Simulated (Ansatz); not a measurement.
Coupled-cluster diagnostics for GeHMe2Br (C₂H₇BrGe), Ansatz.

Geometry of the singlet (B3LYP-D4/def2-SVP):

Cartesian coordinates in Å:
```
Ge 0.468 0.166 -0.495
H 0.637 1.203 -1.626
C -1.063 -1.013 -0.810
H -0.958 -1.525 -1.777
H -1.993 -0.423 -0.816
H -1.123 -1.767 -0.012
C 0.417 1.013 1.269
H 1.320 1.619 1.429
H 0.364 0.241 2.052
H -0.469 1.663 1.346
Br 2.398 -1.177 -0.560
```

Correlated methods freeze 20 core orbitals; core or outer-core shells of Ge, Br are correlated, in sets that lack core-valence functions.

Q: Estimate the CCSD(T) correlation energy, the shares of MP2 and (T), T1 and the reference's ⟨S²⟩ for: charge 0, singlet, own geometry in def2-SVP; charge 1, doublet, vertical in def2-SVP; and the rough time on 4 threads of Arm Neoverse V2 on a shared host.

A: 
| state | basis | correlation (eV) | MP2 share (%) | (T) share (%) | T1 | ⟨S²⟩ (pure) | wall time |
| --- | --- | --- | --- | --- | --- | --- | --- |
| charge 0, singlet, own geometry | def2-SVP | -22.038 | 93.1 | 2.6 | 0.007 | 0.00 (0.00) | 12 s |
| charge 1, doublet, vertical | def2-SVP | -21.514 | 92.0 | 2.7 | 0.023 | 0.76 (0.75) | 55 s |
Customary marks for T1 are 0.02 (closed shells), 0.045 (open shells) and about 0.05 (3d metals). T1 exceeds 0.02 in 1 of 2 rows and 0.045 in 0; the higher it lies, the less the single-reference result can be trusted.
